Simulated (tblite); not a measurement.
Start geometry of `C=CCNC(=O)C(C)C` from a force field or distance geometry (Å):
```
atom  x, y, z in Å
C1     3.951   -0.120   -0.696
C2     2.849   -0.806   -0.345
C3     1.891   -0.382    0.718
N4     0.655   -0.006    0.046
C5    -0.515    0.139    0.771
O6    -0.593   -0.041    1.972
C7    -1.702    0.559   -0.103
C8    -2.864    1.030    0.768
C9    -2.127   -0.606   -0.995
H10    4.184    0.836   -0.235
H11    4.614   -0.499   -1.458
H12    2.654   -1.772   -0.809
H13    1.691   -1.190    1.435
H14    2.241    0.492    1.274
H15    0.680    0.236   -0.925
H16   -1.385    1.396   -0.718
H17   -3.243    0.224    1.409
H18   -2.567    1.848    1.414
H19   -3.700    1.378    0.146
H20   -2.406   -1.478   -0.395
H21   -2.994   -0.315   -1.609
H22   -1.325   -0.905   -1.667
```

What comes out of this run: GFN2-xTB geometry optimisation, gas phase (tblite)?

```
atom  x, y, z in Å
C1     4.0162   -0.3879   -0.6000
C2     2.7708   -0.7104   -0.3063
C3     1.9358   -0.0023    0.7152
N4     0.6715    0.4296    0.1539
C5    -0.5194   -0.0341    0.5983
O6    -0.6122   -0.8010    1.5330
C7    -1.7281    0.4726   -0.1832
C8    -2.7938    0.9580    0.7961
C9    -2.2545   -0.6861   -1.0325
H10    4.5227    0.4227   -0.1015
H11    4.5874   -0.9257   -1.3370
H12    2.2735   -1.5262   -0.8141
H13    1.6771   -0.6855    1.5317
H14    2.4767    0.8574    1.1254
H15    0.7101    1.0390   -0.6474
H16   -1.4287    1.2972   -0.8391
H17   -3.0191    0.1667    1.5065
H18   -2.4379    1.8250    1.3485
H19   -3.7036    1.2299    0.2658
H20   -2.5056   -1.5248   -0.3878
H21   -3.1458   -0.3818   -1.5767
H22   -1.5036   -1.0129   -1.7495
```

The energy falls by 0.168 eV over 99 L-BFGS steps, the largest force on an atom goes from 1.96 to 0.007 eV/Å, and the atoms move by 0.397 Å rms after alignment. The bond that changes most is N4–C5 (amide nitrogen to amide carbonyl carbon), which shortens by 0.031 Å. Bonds longer at the end by more than 0.005 Å: 2 of 21; shorter: 10. Among the angles that change most is C2–C3–N4, from 106.8° to 111.3°. Among the dihedrals that turn most is C2–C3–N4–C5, from 165° to 117°. Rotational constants go from 3618, 739.3, 666.0 to 3813, 724.5, 686.8 MHz. The orientation of the end geometry is arbitrary; only internal coordinates are fixed.

Its lowest GFN2-xTB frequency is 15i cm⁻¹, too small to tell a flat minimum from a shallow saddle. The numbers are those of one conformer. 2 starts were optimised and ended at 0.00 and 0.63 kcal/mol (GFN2-xTB); the lowest of these is shown.

These are computed values.
